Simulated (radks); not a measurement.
Coulomb parameter of the 5d shell of the mercury ion Hg2+ in the model configuration [Xe] 4f14 5d8.5 6p1.5, as a second difference U = [E(n + 1) + E(n - 1) - 2 E(n)] / (1)^2 with all orbitals relaxed. "Bare": the charge of the atom changes with n. "Screened": the 6p shell takes up the change at fixed total charge, which measures U(5d,5d) + U(6p,6p) - 2 U(5d,6p). Calculated with a radial shooting solver on a logarithmic mesh with Libxc functionals: Dirac Kohn-Sham, PBE, spin-unpolarised, spherical densities, finite nucleus; open shells are shared between the two j in proportion to 2j + 1; Fermi nuclear charge, rms radius 5.4648 fm.

case                 configuration  E - E(n) (eV)
start        [Xe] 4f14 5d8.5 6p1.5          0.000
bare +1      [Xe] 4f14 5d9.5 6p1.5        -28.851
bare -1      [Xe] 4f14 5d7.5 6p1.5         42.131
screened +1  [Xe] 4f14 5d9.5 6p0.5        -16.363
screened -1  [Xe] 4f14 5d7.5 6p2.5         19.008

U(bare) = 13.279 eV, U(screened by 6p) = 2.645 eV.
